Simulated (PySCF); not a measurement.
**NMR data sheet: C$_{2}$H$_{11}$ClOSi$_{3}$**

```yaml
Formula: C2H11ClOSi3
SMILES: "[SiH3]OCC([SiH3])([SiH3])Cl"
InChI: InChI=1S/C2H11ClOSi3/c3-2(5,6)1-4-7/h1H2,5-7H3
Point_group_of_the_computed_structure: Cs
Degrees_of_unsaturation: 0
Carbon_signals: 2
Proton_signals: 3
```

Atoms are numbered as in `[SiH3:1][O:2][CH2:3][C:4]([SiH3:5])([SiH3:6])[Cl:7]`. Each H is labelled by its parent atom.

Isolated molecule, one conformer, rapidly exchanging positions averaged, no relativistic terms. GFN2-xTB geometry; σ from GIAO-PBE0/pcSseg-1; PySCF 2.14.0 with density-fitted response routines.

δ = σ(ref) − σ, references computed at the same level: 1H (σref 31.72) and 13C (σref 186.93) and 29Si (σref 349.16) against TMS; 17O (σref 336.08) against H2O.

| carbon | δC, type | δH (multiplicity) | HMBC from (2–3 bonds) | span of the C tensor (ppm) |
| --- | --- | --- | --- | --- |
| C3 | 76.0, CH2 | 3.99 (s) | H(Si1), H(Si5)/H(Si6) | 66 |
| C4 | 40.5, C | – | H(Si5)/H(Si6), H(C3) | 73 |

Other nuclei:
```
        atoms  nucleus                        environment  δ (ppm)  σ (ppm)
       H(Si1)       1H  hydrogen on a silicon bonded to O     4.92    26.80
H(Si5)/H(Si6)       1H  hydrogen on a silicon bonded to C     4.11    27.61
          Si1     29Si           silicon bonded to O, 3 H    -35.4    384.5
      Si5/Si6     29Si           silicon bonded to C, 3 H    -55.1    404.2
           O2      17O             oxygen bonded to C, Si     31.7    304.4
```

Carbon types of the structure: 1 × C, 1 × CH2, leaving 9 H on heteroatoms. δC 76.0: sp3 CH2 bonded to O; the inductive effect lowers its shielding. δC 40.5: fully substituted sp3 carbon bonded to Cl and 2 Si; pulled downfield by the heteroatom. δH 4.92: hydrogen on a silicon bonded to O. δH 4.11: hydrogen on a silicon bonded to C. δH 3.99: hydrogen on an sp3 CH2 bonded to O; its carbon carries O, hence the downfield position.

Carbons that carry Cl, above all several Cl atoms, come out too deshielded, partly because spin–orbit coupling is missing. Shifts are as computed. Against solution values, carbons near 30 ppm lie about +3 ppm off and those near 130 ppm about +5 ppm; carbons on Cl a further +6 ppm. Of 1211 compounds with measured shifts, 218 miss one by over three times the rms of a fit or turn the order of signals round; such compounds aren't used in these exercises. Experimental scales use liquid or dissolved standards, which lie at an offset from isolated H2O (liquid H2O: subtract about 36 ppm). Multiplicities follow the n + 1 count of equivalent neighbours, as no J values were calculated; m marks all less simple cases, F and P coupling included.
